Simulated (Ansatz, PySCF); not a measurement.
FeH2O, SMILES [OH][FeH] (connectivity only; charge and spin as stated), neutral, multiplicity 5. Atoms are numbered in the order given.

```xyz
4

Fe     0.4760    -0.2107    -0.0001
O     -0.2070     1.4413     0.0002
H      1.1703    -1.6846     0.0000
H      0.1111     2.3437     0.0000
```
Charge 0, spin multiplicity 5.

Geometry: B3LYP-D3(BJ)/def2-TZVP. The multiplicity is an assumed one; other spin states were not compared.

Two levels are set side by side: PBE-D3(BJ)/def2-TZVP (Ansatz, a first-principles code) and B3LYP-D3(BJ)/def2-TZVP (Ansatz). Each level has its own optimised geometry; the coordinates shown are those of the second. Frequencies come from the Hessian of PySCF at each geometry. Differences are taken from unrounded values.

| quantity | B3LYP-D3(BJ) | PBE-D3(BJ) | PBE-D3(BJ) minus B3LYP-D3(BJ) |
|---|---|---|---|
| mean bond length (Å) | 1.458 | 1.455 | -0.003 |
| bond Fe1–O2 (Å) | 1.788 | 1.787 | -0.001 |
| bond Fe1–H3 (Å) | 1.629 | 1.610 | -0.020 |
| bond O2–H4 (Å) | 0.957 | 0.968 | 0.011 |
| highest harmonic wavenumber (cm⁻¹) | 3910 | 3777 | -133 |
| mean harmonic wavenumber (cm⁻¹) | 1211 | 1209 | -2 |
| zero-point energy (kcal/mol) | 10.39 | 10.37 | -0.02 |
